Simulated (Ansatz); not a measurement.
This geometry of C2H9Al2N (14 atoms, charge 0, multiplicity 1) is a first-order saddle point.

Theory: Ansatz 0.2.0, RKS BHLYP-D4/STO-3G.

```xyz
14
Properties=species:S:1:pos:R:3
C -1.205 1.060 0.392
C -0.113 0.105 -0.147
N 0.949 -0.216 0.968
Al -0.074 -1.716 0.406
Al 0.636 0.390 -1.839
H -1.362 1.936 -0.245
H -0.944 1.442 1.384
H -2.181 0.575 0.496
H 1.929 0.011 0.703
H 0.754 0.288 1.855
H 0.737 -2.641 -0.427
H -1.001 -2.173 1.472
H 2.095 0.146 -2.006
H -0.232 0.764 -2.984
```

Task: Which two structures does it join? (They come from a converged band through this point; their orientation in space is the band's.)

Result: No bond is made or broken. The dihedral H7–C1–C2–Al4 goes from 20 to 142°. The two ends are copies of one structure, up to a mirror image or an exchange of like atoms.

Image 0:

```xyz
14
Properties=species:S:1:pos:R:3
C -1.183 1.041 0.400
C -0.115 0.083 -0.152
N 0.982 -0.176 0.945
Al -0.051 -1.708 0.482
Al 0.563 0.365 -1.877
H -0.816 2.065 0.547
H -1.595 0.712 1.360
H -2.020 1.101 -0.300
H 1.951 0.041 0.640
H 0.810 0.374 1.809
H 0.749 -2.668 -0.322
H -0.948 -2.115 1.592
H 2.025 0.192 -2.093
H -0.363 0.664 -3.000
```

Image 6:

```xyz
14
Properties=species:S:1:pos:R:3
C -1.174 1.050 0.403
C -0.106 0.094 -0.152
N 0.935 -0.250 0.976
Al -0.114 -1.728 0.390
Al 0.654 0.446 -1.830
H -1.977 1.168 -0.329
H -0.789 2.055 0.620
H -1.636 0.682 1.325
H 1.922 -0.046 0.724
H 0.740 0.261 1.859
H 0.698 -2.666 -0.428
H -1.070 -2.166 1.436
H 2.120 0.246 -1.992
H -0.215 0.823 -2.974
```

Task: How far does it lie above each of them?

Result: 12.4 kJ/mol above the first and 12.4 kJ/mol above the second. This is the barrier of this one path; another mechanism may lie lower. Limits of this set-up: minimal basis.

Run time: 5.6 min on 1 thread of Arm Neoverse V2 (shared host), peak memory 0.11 GiB.
